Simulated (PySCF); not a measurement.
Te(OMe)(SeH) (CH4OSeTe), SMILES CO[Te][SeH]. Atoms are numbered in the order given.

```xyz
8

Te     0.4974    -0.0606     0.7555
O      1.6684    -0.8296    -0.6700
C      1.2100    -1.9774    -1.3310
H      0.3003    -1.7801    -1.9294
H      2.0081    -2.2905    -2.0237
H      0.9955    -2.8163    -0.6422
Se    -1.3977     0.8498    -0.6112
H     -2.2514    -0.3533    -0.5629
```

Coordinates come from a PBE0-D3(BJ)/def2-SVP optimisation. The structure was generated by enumeration, and PubChem lists no compound with its InChIKey, so it may never have been made. The def2 effective core potentials stand for the cores of Te; spin–orbit coupling is left out. One conformer was computed; it need not be the lowest.

Computed with PBE/def2-TZVP run with PySCF.

ESP charges are fitted to the potential on shells at 1.4 to 2.0 van der Waals radii. Atomic charges (e):

```tsv
atom	ESP fit	Löwdin	Mulliken
Te1	0.12	0.31	…
O2	-0.22	-0.14	…
C3	-0.15	-0.45	-0.19
H4	0.05	0.10	0.11
H5	0.12	0.11	0.13
H6	0.08	0.10	0.11
Se7	-0.11	-0.06	-0.21
H8	0.11	0.03	…
```

Q: Complete the blanks. (The exact figures need the calculation; the answer reports its results.)

A: 
- Te1, Mulliken: 0.28
- O2, Mulliken: -0.37
- H8, Mulliken: 0.13

Q: Give the Mayer and Wiberg (Löwdin basis) orders of the bonds. (Estimate from the structure and the level; the computed values follow.)

A: 
```csv
bond,Mayer,Wiberg
Te1–O2,0.96,1.32
O2–C3,1.00,1.65
C3–H4,0.96,0.94
C3–H5,0.95,0.93
C3–H6,0.96,0.94
Te1–Se7,1.26,1.74
Se7–H8,0.94,1.05
```
